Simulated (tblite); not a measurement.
C₅H₁₁OSi (doublet state).
Structure used (GFN2-xTB), in Å, numbered top down from 1:
```
atom  x, y, z in Å
C1    -0.7587   -2.4356    0.4283
C2    -0.7018   -1.0745    0.2622
C3    -1.6864   -0.3768   -0.4200
C4    -1.6855    1.0894   -0.6374
C5     0.4789   -0.3186    0.8289
O6     1.2022    0.2922   -0.2025
Si7    2.4853    1.2700   -0.1277
H8     0.0094   -2.9737    0.9517
H9    -1.5838   -3.0052    0.0405
H10   -2.4988   -0.9454   -0.8475
H11   -2.6423    1.4265   -1.0279
H12   -0.9028    1.3679   -1.3466
H13   -1.4695    1.6251    0.2882
H14    0.1306    0.4479    1.5352
H15    1.1325   -1.0059    1.3783
H16    2.6216    1.5770   -1.5414
H17    3.6533    0.5949    0.4467
H18    2.2071    2.4513    0.6995
```

All values are computed: GFN2-xTB (tblite) harmonic vibrations without scaling, gas phase. This tight-binding method is rough: wavenumbers can miss measured ones by several per cent, in bad cases by 10 to 20. Modes of hydrogen on silicon can be 10 to 20 % off. One conformer, not necessarily the lowest. Open shells enter through the occupations alone, without spin polarisation, and single modes of such species can be off by tens of per cent. The optimisation stopped once no atom felt more than 0.01 eV/Å.

Lowest wavenumbers of the output (negative numbers stand for imaginary wavenumbers):
```
mode    cm-1
  1     -40.8
  2      25.4
  3      79.8
  4     125.5
  5     161.9
  6     191.2
  7     215.8
  8     293.7
  9     400.5
 10     492.6
```

Is this structure a minimum?

Not by this Hessian. 1 mode is imaginary beyond 20i (41i cm⁻¹), so at this level the point lies at or near a first-order saddle. The curvature is small, so loose convergence or finite differences may be the whole cause.

Which atoms move in the imaginary mode?

41i: H13 (hydrogen on carbon) 32 %, H12 (hydrogen on carbon) 26 %, H11 (hydrogen on carbon) 15 %. These are shares of the mass-weighted motion.

What is the remedy?

Step along that mode in both directions, optimise again with tighter thresholds and repeat the frequencies. The zero-point energy of this point (87.2 kcal/mol) counts the 47 real modes alone, and thermal corrections from it aren't those of a minimum.
